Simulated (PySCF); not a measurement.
Working with the constants of TlC⁺

UHF-CCSD(T) constants of TlC⁺, ³Π (triplet), unpaired electrons σ ↑, π ↑ (Tl aug-cc-pVDZ-PP with ECP60, C aug-cc-pVDZ; scalar-relativistic core potentials (PySCF 2.14); masses 204.9744 and 12.0000 u):

| Quantity | Value |
| --- | --- |
| ωe | 125.2 cm⁻¹ |
| ωexe | 2.56 cm⁻¹ |
| Be | 0.15166 cm⁻¹ |
| αe | 0.00337 cm⁻¹ |
| D (centrifugal) | 8.9e-07 cm⁻¹ |

Q: Give the vibrational terms G(v) and spacings up to v = 6.

A: G(v) = ωe(v+½) − ωexe(v+½)².

```csv
v,G(v) (cm⁻¹),G(v) − G(v−1),Bv (cm⁻¹)
0,62,,0.1500
1,182,120,0.1466
2,297,115,0.1432
3,407,110,0.1399
4,512,105,0.1365
5,611,100,0.1331
6,706,94,0.1298
```

Correlated steps freeze 5 core orbitals. Spin–orbit coupling is left out, which matters for elements this heavy, above all for dissociation energies. The state was picked by a PBE0 search and need not be the measured ground state.
